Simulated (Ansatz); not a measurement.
Program: Ansatz. Geometries: PBE0-D4/def2-TZVP. ΔE: electronic, gas phase. CBS: MP2 limit from def2 TZ/QZ plus the TZ coupled-cluster correction, frozen cores. This one scheme is used for every species. Functionals use def2-TZVPP. For Br, Ge outer-core shells are correlated without core-valence functions, which leaves a few kJ/mol of doubt a bond. Scalar relativity is left out up to krypton. One conformer a species, not always the lowest.

`F[Si](F)(Cl)[NH][GeH2][Cl]` + `Cl[SiH2]Br` → `[Cl][GeH2][Br]` + `F[Si](F)(Cl)N[SiH2]Cl`  (redistribution)

`F[Si](F)(Cl)[NH][GeH2][Cl]`:

Z-matrix (Å, degrees):
```
Si
F 1 1.579
Cl 1 2.019 2 108.3
F 1 1.578 2 104.7 3 117.1
N 1 1.684 2 112.3 3 -121.6
Ge 5 1.834 1 129.5 2 119.3
H 5 1.011 1 116.1 2 -72.2
Cl 6 2.153 5 109.6 1 77.7
H 6 1.530 5 107.0 1 -166.4
H 6 1.525 5 109.8 1 -40.0
```

`Cl[SiH2]Br`:

Z-matrix (Å, degrees):
```
Si
Cl 1 2.041
Br 1 2.206 2 110.4
H 1 1.476 2 108.5 3 -118.6
H 1 1.476 2 108.5 3 118.6
```

`[Cl][GeH2][Br]`:

Z-matrix (Å, degrees):
```
Ge
Cl 1 2.141
Br 1 2.293 2 108.7
H 1 1.529 2 108.0 3 117.3
H 1 1.529 2 108.0 3 -117.3
```

`F[Si](F)(Cl)N[SiH2]Cl`:

Cartesian coordinates in Å:
```
F -1.229 -0.693 1.577
Si 0.329 -0.603 1.358
F 0.898 -2.068 1.501
Cl 1.179 0.492 2.826
N 0.604 0.049 -0.177
Si -0.533 0.391 -1.428
Cl -1.321 2.279 -1.259
H 1.543 0.387 -0.344
H -1.647 -0.571 -1.333
H 0.178 0.337 -2.722
```

```
             level  ΔE (kcal/mol)
           ωB97M-V           -7.6
SCS-MP2/def2-TZVPP           -6.9
CCSD(T)/def2-TZVPP           -7.0
    CCSD/CBS(def2)           -6.8
```

(1) What does CCSD(T)/CBS give? (Estimate.)

Largest T1 diagnostic among the species: 0.011.

Answers

(1) Ansatz gave: -6.5 kcal/mol. The listed levels differ from it by -1.1, -0.4, -0.5, -0.3 kcal/mol.

The D4 term adds +0.7 kcal/mol with B3LYP and +0.4 kcal/mol with PBE0; it sums over pairs of atoms, weighted by their polarisabilities, and B3LYP, whose exchange is more repulsive, gets the larger term. In def2-TZVPP, CCSD(T) changes the Hartree–Fock value by +2.6 kcal/mol (the triples alone add +0.3 kcal/mol) and MP2 by +3.1 kcal/mol.

B3LYP here is the variant with VWN-RPA as its local correlation; programs differ in this.
